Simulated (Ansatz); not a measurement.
Geometry optimisation, RHF/def2-SVP in Ansatz.

input.yaml

```yaml
crystal:
  periodic: [false, false, false]
  atoms:
    - { symbol: Al, position_ang: [0.012987, -0.188868, 0.173744] }
    - { symbol: "N", position_ang: [-0.001977, -0.129069, 2.02844] }
    - { symbol: H, position_ang: [-0.787945, -0.474006, 2.549694] }
    - { symbol: H, position_ang: [0.840184, -0.248833, 2.560533] }
    - { symbol: F, position_ang: [1.431649, -0.065577, -0.633898] }
    - { symbol: F, position_ang: [-1.381533, -0.453201, -0.642766] }
    - { symbol: Cl, position_ang: [-0.35148, 3.105893, 1.036939] }
    - { symbol: H, position_ang: [-0.248385, 2.113161, 1.911314] }
basis:
  gaussian: { orbitals: def2-SVP }
hamiltonian:
  xc: hf
relax:
  f_tol: 0.03
  max_steps: 50
```

Command:

```bash
$ ansatz run input.yaml --threads 1 --pin off --max-ram 2048MiB --backend cpu --events-out ev --progress --plain --runs-dir out
```

Task: Where does it end, and by what steps?

Result: The forces met the threshold. After 9 steps the energy has fallen by 0.218 eV; Cl7 moved furthest, 0.59 Å.

| step | energy less start (eV) | largest force component (eV/Å) | accepted |
| --- | --- | --- | --- |
| 0 | 0.0000 | 1.935 | yes |
| 1 | -0.1133 | 0.858 | yes |
| 2 | -0.1458 | 0.392 | yes |
| 3 | -0.1545 | 0.898 | yes |
| 4 | -0.1744 | 0.603 | yes |
| 5 | -0.2001 | 0.112 | yes |
| 6 | -0.2104 | 0.255 | yes |
| 7 | -0.2139 | 0.193 | yes |
| 8 | -0.2171 | 0.299 | yes |
| 9 | -0.2185 | 0.021 | yes |

```xyz
8
Properties=species:S:1:pos:R:3
Al -0.006 0.011 0.321
N 0.028 -0.315 2.055
H -0.759 -0.661 2.571
H 0.871 -0.472 2.575
F 1.409 0.121 -0.517
F -1.401 -0.212 -0.527
Cl -0.326 2.693 0.622
H -0.301 2.493 1.883
```

Whether the end is a true minimum wasn't checked by a vibrational analysis.

Time of the run: 18 s on 1 thread of Arm Neoverse V2, on a shared host, peak memory 0.17 GiB.
